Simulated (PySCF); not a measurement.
**How methods differ on the ionisation energy of Pd**

Pd [Kr] 4d10 (1S) → Pd⁺ [Kr] 4d9 (2D), as a difference of total energies. Computed with PySCF 2.14 in def2-TZVP with the def2 core potential (28 electrons) (6s4p3d1f, 40 functions), with a scalar-relativistic core potential. Correlated levels: valence: 4s2 4p6 frozen. The calculations carry no spin-orbit coupling.

Task: Order these methods by the ionisation energy they give, lowest first.
A. r2SCAN
B. UHF
C. MP2 (valence)
D. SCS-MP2 (valence)

Result: B (6.281 eV), D (7.805 eV), C (7.982 eV), A (8.399 eV).

Errors of the correlated levels include the incompleteness of this basis and the frozen core.

For comparison: 8.512 eV (measured; NIST levels, between the centres of gravity of the two terms).
